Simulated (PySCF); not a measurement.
HfF: frontier orbitals

MN15 at R = 1.865 Å; PySCF, scalar-relativistic core potentials, basis sets Hf def2-TZVPPD with ECP60, F def2-TZVPPD. State: ²Δ (doublet), unpaired electrons δ ↑. Only the outer orbitals are listed, counted within each symmetry, core potentials removing the inner ones.

```
spin  orbital  occ.  ε (eV)  on Hf (%)   main shells (%)
   α       4σ     1  -31.63         18   82 F s, 13 Hf p
   α       5σ     1  -13.76         13    84 F p, 8 Hf d
   α       2π     1  -13.29          9            91 F p
   α       2π     1  -13.29          9            91 F p
   α       6σ     1   -6.47         96  82 Hf s, 10 Hf d
   α       1δ     1   -5.36        100          100 Hf d
   α       1δ     0   -1.53        100          100 Hf d
   α       3π     0   -1.28         98  57 Hf d, 41 Hf p
   α       3π     0   -1.28         98  57 Hf d, 41 Hf p
   β       1π     1  -36.87        100          100 Hf p
   β       1π     1  -36.87        100          100 Hf p
   β       4σ     1  -31.63         18   82 F s, 14 Hf p
   β       5σ     1  -13.78         13    84 F p, 8 Hf d
   β       2π     1  -13.30          8            92 F p
   β       2π     1  -13.30          8            92 F p
   β       6σ     1   -6.02         99           88 Hf s
   β       1δ     0   -1.14        100          100 Hf d
   β       7σ     0   -1.07         87  51 Hf d, 36 Hf p
   β       3π     0   -1.00         98  61 Hf d, 37 Hf p
```

**Question.** Which are the highest filled and the lowest empty level, where do they sit, and how wide is the gap?

**Answer.** Highest filled α 1δ at -5.36 eV (in %: 100 Hf d); lowest empty α 1δ at -1.53 eV (in %: 100 Hf d); the gap at MN15 is 3.83 eV. Both belong to one degenerate shell, split only by its one-sided filling, so this is no excitation gap.

```json
{
  "bond order (Mayer)": "1.29",
  "⟨S²⟩": "0.758",
  "charge on Hf (Mulliken, basis-dependent)": "0.35",
  "charge on Hf (Löwdin, basis-dependent)": "0.44",
  "dipole moment (positive dipole means Hf(−)F(+))": "-1.80 D"
}
```

Spin–orbit coupling is left out. The state is the lowest single determinant that the PBE0 search found; with open d or f shells the true ground state can be another one.
